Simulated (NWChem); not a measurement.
System: Si$_{3}$H$_{7}$, doublet; SMILES [SiH]([SiH3])[SiH3]

NWChem input:

```
start job
memory heap 200 mb stack 900 mb global 1100 mb
geometry units angstroms noautosym nocenter noautoz
  Si     0.351495    -0.002762     1.992301
  Si    -0.851339     0.162492     0.000000
  Si     0.351495    -0.002762    -1.992301
  H      0.854981    -1.392994     2.234950
  H      1.525276     0.920849     1.920756
  H     -0.514310     0.394804     3.144658
  H     -2.114529    -0.643611     0.000000
  H      0.854981    -1.392994    -2.234950
  H     -0.514310     0.394804    -3.144658
  H      1.525276     0.920849    -1.920756
end
basis spherical
  * library def2-svp
end
dft
  odft
  mult 2
  xc pbe0
  iterations 150
end
cosmo
  do_cosmo_smd true
  solvent dioxane
end
task dft energy
```

In the optimisation the excess spin sits in a' (Cs, its own frame). The geometry was optimised at PBE0/def2-SVP, spin-unrestricted. No stability test was run on the SCF state. Solvent: 1,4-dioxane.

Level: PBE0/def2-SVP with SMD (1 M gas to 1 M solution), gas-phase geometry. Reactions with the solvent are ignored.

Question: Predict the main results of this run. (PBE0/def2-SVP, spin-unrestricted, SMD on the gas-phase geometry.) Quantities: solvation free energy (kcal/mol); cavity-dispersion-structure term (kcal/mol); dipole in solution (D).

Answer: 
| Quantity | Value |
|---|---|
| solvation free energy (kcal/mol) | 0.3 |
| cavity-dispersion-structure term (kcal/mol) | 0.4 |
| dipole in solution (D) | 0.12 |
